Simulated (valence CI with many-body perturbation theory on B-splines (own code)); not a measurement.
**E1 line list for Pt LXXIII**

Computed by relativistic CI+MBPT: four valence electrons over a frozen Dirac-Fock core [He], a basis of 11 s, 11 p, 9 d, 7 f, 5 g, 2 h, 1 i functions for each j, with the one-electron correlation potential Σ1 (screened to all orders), the two-electron term Σ2, the three-electron term Σ3, Breit, model QED; selected single and double excitations, second order for the rest (own B-spline code, finite nucleus).

No measured spectrum was set against this ion. As an estimate, large intervals hold to a few tenths of a per cent, small ones and those within an open d or f shell to about a per cent. Among the levels kept, up to 310 cm⁻¹ of a level comes from second order outside the variational space, and about a tenth of that is noise between levels of different J, which matters for small intervals.

Lines 201 to 250 of 253 in falling wavelength, among levels below 14862 eV, chosen from the strongest by gf and those to the six lowest levels. Wavelengths and rates use the calculated energies. Electric multipoles are in the length gauge, E1 and E2 with the static RPA response of the core. Weak lines are less certain than strong ones. Lines between different terms over intervals too small for the method are left out, as are lines whose strength nearly cancels. The highest levels of a list are the least certain.

Levels are named by their leading jj configuration (3d3/2^4 stands for four electrons in 3d with j = 3/2), which in mixed levels can hold well under half, so a name can repeat and another be missing. Letters in brackets count levels of one name in rising energy.

```
λ vac (nm)                           Upper                   Lower   A (s⁻¹)  S (a.u.)
    0.1003  (2s 2p1/2 2p3/2 3d3/2) J=2 [a]  (2s 2p1/2^2 2p3/2) J=1  1.58e+13  3.94e-05
    0.1002  (2s 2p1/2 2p3/2 3d3/2) J=1 [a]  (2s 2p1/2^2 2p3/2) J=1  4.39e+12  6.54e-06
   0.09949  (2s 2p1/2 2p3/2 3d3/2) J=2 [a]  (2s 2p1/2^2 2p3/2) J=2  3.46e+14  8.41e-04
   0.09946  (2s 2p1/2 2p3/2 3d3/2) J=1 [a]  (2s 2p1/2^2 2p3/2) J=2  1.11e+14  1.61e-04
   0.09941  (2s 2p1/2 2p3/2 3d3/2) J=3 [a]  (2s 2p1/2^2 2p3/2) J=2  4.94e+14  1.68e-03
   0.09925  (2s 2p1/2 2p3/2 3d3/2) J=1 [c]  (2s 2p1/2^2 2p3/2) J=1  3.21e+14  4.64e-04
   0.09924          (2p1/2^2 2p3/2 3s) J=2  (2s^2 2p1/2 2p3/2) J=2  3.92e+12  9.45e-06
   0.09915          (2p1/2^2 2p3/2 3s) J=1  (2s^2 2p1/2 2p3/2) J=2  7.22e+12  1.04e-05
   0.09909          (2p1/2^2 2p3/2 3s) J=2  (2s^2 2p1/2 2p3/2) J=1  5.91e+12  1.42e-05
   0.09908  (2s 2p1/2 2p3/2 3d3/2) J=1 [d]  (2s 2p1/2^2 2p3/2) J=1  2.00e+15  2.87e-03
   0.09908  (2s 2p1/2 2p3/2 3d3/2) J=2 [d]  (2s 2p1/2^2 2p3/2) J=1  2.12e+15  5.09e-03
   0.09907  (2s 2p1/2 2p3/2 3d3/2) J=3 [b]  (2s 2p1/2^2 2p3/2) J=2  1.93e+15  6.49e-03
   0.09900  (2s 2p1/2 2p3/2 3d3/2) J=2 [b]  (2s 2p1/2^2 2p3/2) J=2  2.01e+15  4.81e-03
   0.09899  (2s 2p1/2 2p3/2 3d3/2) J=0 [b]  (2s 2p1/2^2 2p3/2) J=1  2.49e+15  1.19e-03
   0.09897  (2s 2p1/2 2p3/2 3d5/2) J=2 [a]  (2s 2p1/2^2 2p3/2) J=1  2.59e+14  6.21e-04
   0.09892  (2s 2p1/2 2p3/2 3d3/2) J=1 [b]  (2s 2p1/2^2 2p3/2) J=2  2.19e+15  3.14e-03
   0.09883          (2s^2 2p1/2 3d3/2) J=1      (2s^2 2p1/2^2) J=0  2.44e+15  3.49e-03
   0.09878  (2s 2p1/2 2p3/2 3d5/2) J=1 [a]  (2s 2p1/2^2 2p3/2) J=1  1.20e+14  1.71e-04
   0.09868          (2s^2 2p3/2 3d3/2) J=2  (2s^2 2p1/2 2p3/2) J=2  9.28e+14  2.20e-03
   0.09861          (2s^2 2p3/2 3d3/2) J=3  (2s^2 2p1/2 2p3/2) J=2  1.83e+15  6.08e-03
   0.09859  (2s 2p1/2 2p3/2 3d5/2) J=2 [b]  (2s 2p1/2^2 2p3/2) J=1  2.43e+12  5.74e-06
   0.09858          (2s^2 2p3/2 3d3/2) J=1  (2s^2 2p1/2 2p3/2) J=2  3.19e+14  4.53e-04
   0.09854          (2s^2 2p3/2 3d3/2) J=2  (2s^2 2p1/2 2p3/2) J=1  9.25e+14  2.18e-03
   0.09853  (2s 2p1/2 2p3/2 3d3/2) J=3 [c]  (2s 2p1/2^2 2p3/2) J=2  2.97e+13  9.81e-05
   0.09848  (2s 2p1/2 2p3/2 3d5/2) J=1 [b]  (2s 2p1/2^2 2p3/2) J=1  2.03e+13  2.87e-05
   0.09844          (2s^2 2p3/2 3d3/2) J=1  (2s^2 2p1/2 2p3/2) J=1  1.53e+15  2.16e-03
   0.09840          (2s^2 2p3/2 3d3/2) J=0  (2s^2 2p1/2 2p3/2) J=1  1.86e+15  8.76e-04
   0.09834  (2s 2p1/2 2p3/2 3d3/2) J=1 [d]  (2s 2p1/2^2 2p3/2) J=2  3.99e+12  5.63e-06
   0.09823  (2s 2p1/2 2p3/2 3d5/2) J=2 [a]  (2s 2p1/2^2 2p3/2) J=2  2.53e+12  5.92e-06
   0.09821  (2s 2p1/2 2p3/2 3d5/2) J=3 [a]  (2s 2p1/2^2 2p3/2) J=2  1.60e+13  5.25e-05
   0.09775  (2s 2p1/2 2p3/2 3p3/2) J=3 [a]  (2s^2 2p1/2 2p3/2) J=2  4.04e+13  1.30e-04
   0.09762          (2s^2 2p3/2 3d5/2) J=2  (2s^2 2p1/2 2p3/2) J=2  3.69e+12  8.46e-06
   0.09751  (2s 2p1/2 2p3/2 3p3/2) J=1 [a]  (2s^2 2p1/2 2p3/2) J=1  4.11e+14  5.64e-04
   0.09751  (2s 2p1/2 2p3/2 3p3/2) J=2 [a]  (2s^2 2p1/2 2p3/2) J=2  5.97e+13  1.37e-04
   0.09748          (2s^2 2p3/2 3d5/2) J=2  (2s^2 2p1/2 2p3/2) J=1  1.78e+13  4.07e-05
   0.09747          (2s^2 2p3/2 3d5/2) J=3  (2s^2 2p1/2 2p3/2) J=2  2.16e+13  6.92e-05
   0.09745  (2s 2p1/2 2p3/2 3d5/2) J=3 [c]  (2s 2p1/2^2 2p3/2) J=2  1.06e+13  3.40e-05
   0.09737  (2s 2p1/2 2p3/2 3p3/2) J=2 [a]  (2s^2 2p1/2 2p3/2) J=1  3.04e+14  6.92e-04
   0.09730  (2s 2p1/2 2p3/2 3p3/2) J=2 [b]  (2s^2 2p1/2 2p3/2) J=2  3.32e+14  7.55e-04
   0.09726  (2s 2p1/2 2p3/2 3p3/2) J=0 [a]  (2s^2 2p1/2 2p3/2) J=1  6.47e+14  2.94e-04
   0.09720  (2s 2p1/2 2p3/2 3p3/2) J=3 [b]  (2s^2 2p1/2 2p3/2) J=2  3.59e+14  1.14e-03
   0.09718  (2s 2p1/2 2p3/2 3p3/2) J=1 [b]  (2s^2 2p1/2 2p3/2) J=2  6.45e+14  8.76e-04
   0.09716          (2s 2p1/2^2 3p3/2) J=1      (2s^2 2p1/2^2) J=0  6.42e+14  8.72e-04
   0.09716  (2s 2p1/2 2p3/2 3p3/2) J=2 [b]  (2s^2 2p1/2 2p3/2) J=1  3.20e+13  7.24e-05
   0.09704  (2s 2p1/2 2p3/2 3p3/2) J=1 [b]  (2s^2 2p1/2 2p3/2) J=1  1.39e+13  1.88e-05
   0.09676  (2s 2p1/2 2p3/2 3p3/2) J=2 [c]  (2s^2 2p1/2 2p3/2) J=2  3.90e+13  8.71e-05
   0.09674  (2s 2p1/2 2p3/2 3p3/2) J=3 [c]  (2s^2 2p1/2 2p3/2) J=2  2.54e+14  7.95e-04
   0.09662  (2s 2p1/2 2p3/2 3p3/2) J=2 [c]  (2s^2 2p1/2 2p3/2) J=1  3.24e+14  7.21e-04
   0.09660  (2s 2p1/2 2p3/2 3p3/2) J=2 [d]  (2s^2 2p1/2 2p3/2) J=2  2.51e+14  5.59e-04
   0.09659  (2s 2p1/2 2p3/2 3p3/2) J=1 [c]  (2s^2 2p1/2 2p3/2) J=2  6.50e+13  8.67e-05
```
